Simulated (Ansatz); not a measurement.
CH4ClFSSi (`CS[SiH](F)Cl`). Total charge 0; spin multiplicity 1.

Z-matrix (Å, degrees):
```
C
S 1 1.819
H 1 1.089 2 110.7
H 1 1.089 2 106.1 3 118.5
H 1 1.089 2 110.9 3 -123.0
Si 2 2.095 1 100.5 3 59.6
Cl 6 2.044 2 112.0 1 -53.0
F 6 1.592 2 111.7 1 64.6
H 6 1.473 2 108.8 1 -174.9
```

(1) List the harmonic frequencies (cm⁻¹, unscaled) at PBE0-D4/def2-TZVP in Ansatz. (An estimate is asked.)

(2) Is this a minimum?

(3) Give the ideal-gas thermochemistry at 298.15 K and 1 bar (rigid rotor, harmonic oscillator; point group C1, symmetry number 1).

(4) And at 400, 500, 600, 800 and 1000 K?

(5) Rotational constants (cm⁻¹)?

Answers

(1) The calculation gave: 54, 105, 135, 197, 252, 340, 498, 583, 721, 793, 811, 903, 975, 992, 1350, 1468, 1476, 2294, 3075, 3173, 3174.

(2) Yes, all 21 modes are real.

(3) Zero-point energy 139.8 kJ/mol; H(298) − E = 161.4 kJ/mol; entropy 363.2 J/(mol·K), of which translation 169.6, rotation 117.4, vibration 76.1; G(298) − E = 53.1 kJ/mol. Modes under 100 cm⁻¹ are hindered rotations or soft bends, so the harmonic entropy is rough.

(4) 
```
T (K)  H − E (kJ/mol)  S (J/mol/K)  G − E (kJ/mol)
  400           172.9        396.3            14.4
  500           185.7        424.7           -26.7
  600           199.6        450.0           -70.4
  800           229.9        493.6          -164.9
 1000           262.8        530.2          -267.4
```

(5) 0.1076, 0.05835, 0.04809.
